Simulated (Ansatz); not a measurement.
CdO2⁻. Charge -1, multiplicity 2. Geometry B3LYP-D4/def2-TZVPD.

```csv
atom,x (Å),y (Å),z (Å)
Cd1,0.000,0.000,0.000
O2,-1.318,0.889,-1.111
O3,1.318,-0.889,1.111
```

In the def2 sets Cd takes a core potential; there is no spin–orbit coupling. At HF/def2-TZVPD the charge -1 doublet is spin-contaminated (final ⟨S²⟩ up to 1.43, 0.75 for a pure state). At LDA (SPW92)/def2-TZVPD the gap within one spin of the charge -1 doublet nearly closes, so an electron or hole may be smeared out by delocalisation error. At PBE-D4/def2-TZVPD the highest occupied level of the charge -1 doublet lies above zero (up to 0.01 eV). The electron is either unbound and held by the finite basis, or the level is raised by self-interaction error. Another isomer (doublet) lies 0.37 eV lower at PBE0-D4/def2-TZVPD; other spin states weren't run for this one.

**Question.** Estimate the α-spin orbital energies around the gap (eV) in Ansatz with HF/def2-TZVPD, LDA (SPW92)/def2-TZVPD, PBE-D4/def2-TZVPD, r2SCAN-D4/def2-TZVPD, PBE0-D4/def2-TZVPD.

**Answer.** 
| orbital | HF/def2-TZVPD | LDA (SPW92)/def2-TZVPD | PBE-D4/def2-TZVPD | r2SCAN-D4/def2-TZVPD | PBE0-D4/def2-TZVPD |
| --- | --- | --- | --- | --- | --- |
| HOMO−5 | -10.13 | -2.66 | -2.29 | -2.45 | -3.73 |
| HOMO−4 | -9.81 | -2.00 | -1.84 | -2.31 | -3.59 |
| HOMO−3 | -8.06 | -1.95 | -1.60 | -1.83 | -3.09 |
| HOMO−2 | -7.87 | -1.33 | -1.19 | -1.67 | -3.01 |
| HOMO−1 | -7.76 | -1.28 | -0.99 | -1.29 | -2.65 |
| HOMO | -7.41 | -0.57 | -0.30 | -0.61 | -1.96 |
| LUMO | 5.35 | 2.78 | 2.96 | 3.28 | 3.65 |
| LUMO+1 | 5.89 | 3.91 | 4.09 | 4.46 | 4.75 |
| LUMO+2 | 6.91 | 4.07 | 4.26 | 4.62 | 4.83 |
| LUMO+3 | 6.97 | 4.39 | 4.34 | 4.88 | 4.90 |
| LUMO+4 | 7.78 | 5.38 | 5.40 | 5.89 | 6.03 |
| LUMO+5 | 8.33 | 6.31 | 6.28 | 6.92 | 6.86 |
| β HOMO | -0.69 | -0.17 | 0.01 | -0.21 | -0.56 |
| β LUMO | 5.30 | -0.17 | 0.27 | 0.61 | 1.37 |
